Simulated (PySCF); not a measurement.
## Mayer bond orders and bond lengths

C5H11PSi.
SMILES with atom numbers: `[CH3:1][P:2]1[CH:3]=[C:4]([SiH3:5])[CH2:6][CH2:7]1` (hydrogens: H8, H9, H10 on C1; H11 on C3; H12, H13, H14 on Si5; H15, H16 on C6; H17, H18 on C7)

Cartesian coordinates in Å at the GFN2-xTB level; atoms count from 1:
```
atom  x, y, z in Å
C1    -2.4500    0.0609    0.9011
P2    -1.6096    0.9176   -0.5240
C3    -0.0325    1.2693    0.3234
C4     0.8991    0.3239    0.2167
Si5    2.6107    0.3926    0.9949
C6     0.4847   -0.8911   -0.5663
C7    -0.8037   -0.5627   -1.3298
H8    -2.7604    0.8113    1.6255
H9    -1.7865   -0.6550    1.3825
H10   -3.3369   -0.4483    0.5286
H11    0.1055    2.1942    0.8614
H12    2.7605    1.6495    1.7256
H13    2.7532   -0.7455    1.9087
H14    3.6188    0.2867   -0.0633
H15    1.2775   -1.1995   -1.2513
H16    0.3277   -1.7187    0.1327
H17   -0.5692   -0.2755   -2.3583
H18   -1.4977   -1.4032   -1.3732
```

Bond orders from the PBE0/pcSseg-1 density (PySCF). One conformer (not necessarily the lowest) at the GFN2-xTB geometry, without solvent, vibrations or thermal averaging.

Question: How far do the computed orders between heavy atoms stray from the drawn ones?

Answer: The largest departure is 0.161, at C3–C4 (drawn double, 1.839).

Question: Set the Mayer orders of the bonds beside their lengths.

Answer: 
```json
{"bond": "C1–P2", "drawn as": "single", "length (Å)": "1.863", "Mayer order": "0.971"}
{"bond": "P2–C3", "drawn as": "single", "length (Å)": "1.825", "Mayer order": "0.953"}
{"bond": "C3–C4", "drawn as": "double", "length (Å)": "1.332", "Mayer order": "1.839"}
{"bond": "C4–Si5", "drawn as": "single", "length (Å)": "1.881", "Mayer order": "0.880"}
{"bond": "C4–C6", "drawn as": "single", "length (Å)": "1.504", "Mayer order": "1.012"}
{"bond": "C6–C7", "drawn as": "single", "length (Å)": "1.533", "Mayer order": "1.010"}
{"bond": "C7–P2", "drawn as": "single", "length (Å)": "1.868", "Mayer order": "0.968"}
{"bond": "C1–H8", "drawn as": "single", "length (Å)": "1.088", "Mayer order": "0.959"}
{"bond": "C1–H9", "drawn as": "single", "length (Å)": "1.088", "Mayer order": "0.948"}
{"bond": "C1–H10", "drawn as": "single", "length (Å)": "1.088", "Mayer order": "0.956"}
{"bond": "C3–H11", "drawn as": "single", "length (Å)": "1.079", "Mayer order": "0.960"}
{"bond": "Si5–H12", "drawn as": "single", "length (Å)": "1.462", "Mayer order": "0.948"}
{"bond": "Si5–H13", "drawn as": "single", "length (Å)": "1.467", "Mayer order": "0.936"}
{"bond": "Si5–H14", "drawn as": "single", "length (Å)": "1.465", "Mayer order": "0.937"}
{"bond": "C6–H15", "drawn as": "single", "length (Å)": "1.092", "Mayer order": "0.943"}
{"bond": "C6–H16", "drawn as": "single", "length (Å)": "1.095", "Mayer order": "0.930"}
{"bond": "C7–H17", "drawn as": "single", "length (Å)": "1.093", "Mayer order": "0.948"}
{"bond": "C7–H18", "drawn as": "single", "length (Å)": "1.091", "Mayer order": "0.943"}
```

By pair of heavy elements: C–P: all 3 within 0.02 of one another (0.953 to 0.971). C–C: lowest C6–C7 and C4–C6 (1.010, 1.533 Å), highest C3–C4 (1.839, 1.332 Å). Bonds named together lie within 0.004.

Question: Sum the orders of all bonds at each heavy atom with more than one neighbour and set the sums beside the valence in the SMILES.

Answer: C1 3.834 (drawn 4), P2 2.892 (drawn 3), C3 3.752 (drawn 4), C4 3.731 (drawn 4), Si5 3.701 (drawn 4), C6 3.895 (drawn 4), C7 3.869 (drawn 4). Orders between atoms that aren't bonded are not in these sums.

For a closed shell the Mayer order of atoms A and B is Σ (PS)μν (PS)νμ over the basis functions μ on A and ν on B, with P the density and S the overlap matrix.
